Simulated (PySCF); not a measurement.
**Working out the ionisation energy of Ru**

Ru [Kr] 4d7 5s1 (5F) → Ru⁺ [Kr] 4d7 (4F). All numbers are calculated (PySCF 2.14, scalar relativity through the core potential, in aug-cc-pwCVDZ-PP with ECP28MDF (6s6p5d3f, 70 functions)). Frozen: nothing. Energies in hartree (1 hartree = 27.21139 eV):

| part | Ru (lower) | Ru⁺ (upper) |
| --- | --- | --- |
| UHF | -93.813985 | -93.582777 |
| CCSD correlation | -0.460286 | -0.425056 |
| (T) | -0.014349 | -0.011019 |

**Question.** What does Hartree-Fock give?

**Answer.** (-93.582777) − (-93.813985) = 0.231208 hartree = 6.291 eV.

**Question.** What do CCSD and CCSD(T) give?

**Answer.** The CCSD correlation energies differ by 0.035230 hartree = 0.959 eV and the triples by 0.003330 hartree = 0.091 eV, so CCSD gives 7.250 eV and CCSD(T) 7.341 eV.

Measured between the centres of the two terms (NIST): 7.365 eV, so CCSD(T) (valence and next inner shell) is off by -0.024 eV.

A double-zeta basis recovers only part of the correlation energy.

What remains against the reference includes basis incompleteness and higher excitations.
